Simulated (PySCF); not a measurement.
Species: C2H11O2Si3 (doublet state).
Numbering: `[CH2:1][CH2:2][O:3][Si@@H:4]([SiH3:5])[O:6][SiH3:7]` (hydrogens: H8, H9 on C1; H10, H11 on C2; H12 on Si4; H13, H14, H15 on Si5; H16, H17, H18 on Si7)

Geometry (GFN2-xTB, Å), atoms numbered from 1 in this order:
```xyz
18
C2H11O2Si3 angstrom
C      2.9761   -0.1474    0.1883
C      1.9050    0.1158   -0.7786
O      0.8275   -0.7577   -0.6039
Si    -0.7371   -0.5056   -0.9563
Si    -1.7929   -2.1352    0.2449
O     -1.1681    0.9998   -0.4892
Si    -1.3189    2.1910    0.5919
H      3.8816    0.4227    0.1453
H      2.8464   -0.9025    0.9352
H      2.2796    0.0177   -1.8147
H      1.5480    1.1601   -0.6921
H     -0.9324   -0.3563   -2.4046
H     -3.2409   -1.8914    0.2903
H     -1.6315   -3.4553   -0.3749
H     -1.3750   -2.2866    1.6467
H     -0.0789    2.3034    1.3642
H     -2.4446    1.8552    1.4616
H     -1.5526    3.3785   -0.2256
```

The hyperfine couplings belong to this conformer and change with its torsions.

Method: UKS B3LYP, pcH-1 on C H O Si, non-relativistic, mean-field spin-orbit, GIAO in PySCF. Geometry: GFN2-xTB, one conformer, isolated molecule. Couplings are sensitive to structure, and on GFN2-xTB geometries they can be far from those on DFT ones. Stability of the SCF solution: not tested.

**Question.** Break the g tensor into its mass correction, gauge correction and orbital-Zeeman/spin–orbit terms.

**Answer.** 
```tsv
Δg (ppm)	1	2	3
relativistic mass correction	-132	-132	-132
gauge correction	3	33	16
orbital Zeeman/spin–orbit	-8	551	712
total	-137	451	596
```

So g = 2.00218, 2.00277, 2.00292 and g_iso = 2.00262; the tensor is rhombic: the two nearest values differ by 20 % of g3 − g1. Axes: g2 points within 15° of the C1–C2 bond.

**Question.** Average each term over the three axes. Which is largest in size?

**Answer.** The orbital-Zeeman/spin–orbit term 418, the mass correction -132 and the gauge correction 17 ppm, for a total of 303 ppm. The orbital-Zeeman/spin–orbit term is the largest in size. The mass correction is the same along every axis, so the anisotropy comes from the other two: their spans along these axes are 30 (gauge) and 720 ppm (orbital Zeeman/spin–orbit).

**Question.** What are the electron Larmor frequencies g μB B/h along the three axes at 3350 mT?

**Answer.** 93.8772, 93.9048, 93.9115 GHz for g1, g2 and g3, a range of 34.4 MHz.

**Question.** In a frozen sample, at which fields do the three g values resonate at 9.5, 34, 94 and 263 GHz (hyperfine left aside), and which band first spreads them over more than twice a line width of 0.3 mT?

**Answer.** 
```tsv
band	GHz	B(g3) mT	B(g2) mT	B(g1) mT	spread mT
X	9.5	338.88	338.91	339.01	0.12
Q	34.0	1212.84	1212.93	1213.29	0.44
W	94.0	3353.16	3353.40	3354.38	1.23
J	263.0	9381.70	9382.38	9385.14	3.43
```

The spread grows in proportion to the frequency. W band is the first where it exceeds 0.6 mT.

The Mulliken spin populations are largest on C1 (+1.08) and C2 (-0.09). C1 is the only atom above +0.15. The angles at C1 add up to 360.0°, so it is planar; its axial dipolar tensor and the negative couplings of its protons fit spin in a p orbital normal to that plane.

The HOMO–LUMO gaps are 5.39 eV among the α and 5.93 eV among the β orbitals.
